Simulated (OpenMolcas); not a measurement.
OpenMolcas run: Au I

Input:

```
&GATEWAY
Coord
1

Au 0.0 0.0 0.0
Basis=ANO-RCC-VTZP
Group=XYZ
NoMove
AngMom=0.0 0.0 0.0
AMFI
&SEWARD
* reference wave functions (RASSCF and RASSI steps not shown): 11 electrons in 6 orbitals (5d 6s)
>>> COPY JOB001 $Project.JobIph
&CASPT2
Multistate=6 1 2 3 4 5 6
Frozen=14 16
IPEA=0.25
Imaginary=0.1
MaxIter=60
WThr=0.0 0.3 0.05
PrWF=0.5
NoMix
```

Output, cut to the results:

```
--- CASPT2 ---
Orbital specifications:
      -----------------------

      Symmetry species                           1   2
                                                ag  au
      Frozen orbitals                           14  16
      Inactive orbitals                          1   3
      Active orbitals                            6   0
      Secondary orbitals                        21  23
      Deleted orbitals                           0   0
      Number of basis functions                 42  42
Type of calculation                        MS-CASPT2
      Fock operator                              state-specific
      IPEA shift                                 0.25
      Real shift                                 0.00
      Imaginary shift                            0.10
      The input orbitals will be transformed to quasi-canonical
Reference energy:      -18993.6138055508
      E2 (Non-variational):      -0.5989926594
      Shift correction:          -0.0006431335
      E2 (Variational):          -0.5996357929
      Total energy:          -18994.2134413437
      Residual norm:              0.0000002046
      Reference weight:           0.87643
      Contributions to the CASPT2 correlation energy
      Active & Virtual Only:         -0.3854213207
      One Inactive Excited:          -0.1633004687
      Two Inactive Excited:          -0.0502708700
Reference energy:      -18993.5672209777
      E2 (Non-variational):      -0.5920322656
      Shift correction:          -0.0005690709
      E2 (Variational):          -0.5926013365
      Total energy:          -18994.1598223142
      Residual norm:              0.0000000486
      Reference weight:           0.87410
      Contributions to the CASPT2 correlation energy
      Active & Virtual Only:         -0.3639154084
      One Inactive Excited:          -0.1735158552
      Two Inactive Excited:          -0.0546010019
::    CASPT2 Root  1     Total energy: -18994.21344134
::    CASPT2 Root  2     Total energy: -18994.15982231
::    CASPT2 Root  3     Total energy: -18994.16141568
::    CASPT2 Root  4     Total energy: -18994.16077472
::    CASPT2 Root  5     Total energy: -18994.16134204
::    CASPT2 Root  6     Total energy: -18994.16085110
::    MS-CASPT2 Root  1     Total energy: -18994.21344369
::    MS-CASPT2 Root  2     Total energy: -18994.16141546
::    MS-CASPT2 Root  3     Total energy: -18994.16134204
::    MS-CASPT2 Root  4     Total energy: -18994.16085132
::    MS-CASPT2 Root  5     Total energy: -18994.16077367
::    MS-CASPT2 Root  6     Total energy: -18994.15982102
```

Levels above the lowest, from the spin-orbit matrix with the single-state CASPT2 energies, averaged by term, on its diagonal:

| Configuration | Term | J | E (cm⁻¹) | Measured (cm⁻¹) | Term weight % |
| --- | --- | --- | --- | --- | --- |
| 5d¹⁰ 6s | ²S | 1/2 | 0.0 | 0.0 | 100 |
| 5d⁹ 6s² | ²D | 5/2 | 6650 | 9161 | 100 |
| 5d⁹ 6s² | ²D | 3/2 | 18890 | 21435 | 100 |

Against the 2 measured excited levels shown (NIST Handbook of Basic Atomic Spectroscopic Data) the mean absolute deviation is 2500 cm-1; the largest miss in energy is 5d⁹ 6s² ²D_3/2: computed 18890, measured 21435 cm⁻¹ (-11.9 %), and the largest in proportion 5d⁹ 6s² ²D_5/2 (-27.4 %).

CASPT2 does not keep the components of a term degenerate, so their means are used; among the terms shown or strongly mixed into the levels shown the widest spread is 350 cm-1 (5d⁹ 6s² ²D). A single d shell beside an s shell can misplace configurations of different d count against each other. Measured partners are found by configuration, term and J. A level has none where our copy of the source lacks it or the pairing is in doubt (some pairs that miss far off the trend of their configuration count as doubtful), and it then counts in no deviation. Levels of configurations outside the active space are missing.

The term weight is that of the spin-free term in the level, not the purity of its configuration.
